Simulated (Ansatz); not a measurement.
Reactions of Cl$_{2}$FH$_{3}$O$_{2}$Si$_{2}$, SMILES `O[SiH2]O[Si](F)(Cl)Cl`.

Gas-phase electronic energies from Ansatz, PBE0-D4/def2-TZVP geometries. CBS: MP2 limit from def2 TZ/QZ plus the TZ coupled-cluster correction, frozen cores. This one scheme is used for every species. DFT in def2-TZVPP. For Ge outer-core shells are correlated without core-valence functions, which leaves a few kJ/mol of doubt a bond. Scalar relativity is left out up to krypton. Each species was taken in one conformer, which may not be the lowest.

```tsv
reaction	CCSD(T)/CBS(def2) (kcal/mol)
`O[SiH2]O[Si](F)(Cl)Cl` + CH₃SH → `CS[Si](F)(Cl)Cl` + `O[SiH2]O`	15.9
`O[SiH2]O[Si](F)(Cl)Cl` + `S[SiH](Cl)Cl` → `O[SiH2]S[SiH](Cl)Cl` + `O[Si](F)(Cl)Cl`	12.1
`O[SiH2]O[Si](F)(Cl)Cl` + `F[Si](S)(Cl)Cl` → `O[SiH2]S[Si](F)(Cl)Cl` + `O[Si](F)(Cl)Cl`	12.7
`O[SiH2]O[Si](F)(Cl)Cl` + `OCS` → `O[SiH2]OCS` + `O[Si](F)(Cl)Cl`	?
`O[SiH2]O[Si](F)(Cl)Cl` + `O[Si](O)(O)S` → `O[SiH2]S[Si](O)(O)O` + `O[Si](F)(Cl)Cl`	?
`O[SiH2]O[Si](F)(Cl)Cl` + `[OH][GeH3]` → `O[SiH2][O][GeH3]` + `O[Si](F)(Cl)Cl`	0.5
```

Fill in the missing values. (Best estimate.)

Computed: `O[SiH2]O[Si](F)(Cl)Cl` + `OCS` → `O[SiH2]OCS` + `O[Si](F)(Cl)Cl`: +1.8 kcal/mol; `O[SiH2]O[Si](F)(Cl)Cl` + `O[Si](O)(O)S` → `O[SiH2]S[Si](O)(O)O` + `O[Si](F)(Cl)Cl`: +12.1 kcal/mol.

Largest T1 diagnostic: 0.012, for `O[SiH2]S[Si](O)(O)O`.
